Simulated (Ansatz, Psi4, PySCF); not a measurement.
CH$_{2}$ (SMILES [CH2]), singlet, geometry from GFN2-xTB. Base run: BHANDHLYP/aug-cc-pVDZ (PySCF).

The PySCF input:
```python
from pyscf import gto, scf, dft

mol = gto.M(
    atom='''
C     0.00106484    0.16389984    0.01623868
H    -0.88481843   -0.48695954   -0.03874538
H     0.87842936   -0.49643949   -0.05868670
''',
    basis='aug-cc-pvdz',
    verbose=4,
)

mf = dft.RKS(mol)
mf.xc = 'bhandhlyp'
mf.kernel()
```

The same geometry, method and basis name were run in Ansatz (a first-principles code) and Psi4 and PySCF, at each program's defaults and at the settings that a row names. The base is PySCF at its defaults. Differences at the defaults can come from grids, fitting, cores and function types together.

```json
[
 {"code and settings": "PySCF, defaults (exact integrals, its default grid, spherical functions)", "ΔE vs base (µEh)": "0.0", "basis functions": "41", "E (Eh)": "-39.11385", "SCF cycles": "7", "dipole (D)": "1.82"},
 {"code and settings": "Psi4, defaults (density fitting with its default set, its default grid, spherical functions)", "ΔE vs base (µEh)": "-8.7", "basis functions": "41", "E (Eh)": "-39.11386", "SCF cycles": "6", "dipole (D)": "1.82"},
 {"code and settings": "Ansatz, defaults (factorised integrals, its default grid, spherical functions)", "ΔE vs base (µEh)": "0.3", "basis functions": "41", "E (Eh)": "-39.11385", "SCF cycles": "-", "dipole (D)": "-"},
 {"code and settings": "PySCF, density fitting with def2-universal-jkfit", "ΔE vs base (µEh)": "-12.1", "basis functions": "41", "E (Eh)": "-39.11386", "SCF cycles": "7", "dipole (D)": "1.82"},
 {"code and settings": "PySCF, fine grid", "ΔE vs base (µEh)": "0.0", "basis functions": "41", "E (Eh)": "-39.11385", "SCF cycles": "7", "dipole (D)": "1.82"},
 {"code and settings": "Psi4, exact integrals, spherical functions, fine grid", "ΔE vs base (µEh)": "0.0", "basis functions": "41", "E (Eh)": "-39.11385", "SCF cycles": "8", "dipole (D)": "1.82"},
 {"code and settings": "Ansatz, high accuracy", "ΔE vs base (µEh)": "0.0", "basis functions": "41", "E (Eh)": "-39.11385", "SCF cycles": "-", "dipole (D)": "-"}
]
```
